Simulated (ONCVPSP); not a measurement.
# Reading a pseudo-wave (Mo)

Columns: radius, all-electron u(r) and pseudo u(r) of the 4d shell (level -3.75 eV) of molybdenum in the configuration [Ar] 3d10 4s2 4p6 4d5 5s1; PBE, scalar-relativistic, ONCV scheme, ONCVPSP 4.0.1.

| r (bohr) | all-electron | pseudo |
| --- | --- | --- |
| 0.093 | -0.1090 | 0.0013 |
| 0.185 | -0.2889 | 0.0105 |
| 0.278 | -0.3396 | 0.0349 |
| 0.370 | -0.2637 | 0.0788 |
| 0.463 | -0.1169 | 0.1436 |
| 0.555 | 0.0509 | 0.2242 |
| 0.648 | 0.2151 | 0.3163 |
| 0.740 | 0.3582 | 0.4114 |
| 0.833 | 0.4781 | 0.5053 |
| 0.925 | 0.5712 | 0.5890 |
| 1.018 | 0.6410 | 0.6574 |
| 1.110 | 0.6889 | 0.7045 |
| 1.203 | 0.7193 | 0.7315 |
| 1.295 | 0.7349 | 0.7422 |
| 1.388 | 0.7393 | 0.7423 |
| 1.480 | 0.7349 | 0.7357 |
| 1.573 | 0.7239 | 0.7239 |
| 1.665 | 0.7081 | 0.7081 |
| 1.758 | 0.6888 | 0.6888 |
| 1.850 | 0.6673 | 0.6673 |
| 1.943 | 0.6442 | 0.6441 |
| 2.035 | 0.6204 | 0.6204 |
| 2.128 | 0.5960 | 0.5960 |
| 2.220 | 0.5719 | 0.5718 |
| 2.313 | 0.5477 | 0.5477 |
| 2.405 | 0.5243 | 0.5243 |

**Question.** How many radial nodes do the two functions have?

**Answer.** The all-electron 4d function has n − l − 1 = 1; the pseudo-wave has 0, since the states of the same l below it are removed with the core.

**Question.** At about which radius was the pseudo-wave matched?

**Answer.** 1.75 bohr. The columns agree to 0.0005 from 1.57 bohr on; several derivatives are matched, so the curves merge somewhat inside the radius.

**Question.** Where does each function peak?

**Answer.** Outermost all-electron maximum near 1.39 bohr, pseudo maximum near 1.39 bohr (to the table’s step).

**Question.** Is the pseudo-wave norm-conserving?

**Answer.** Yes: the ONCV scheme keeps the norm inside the radius equal to the all-electron one, which fixes the energy derivative of the logarithmic derivative at the level.
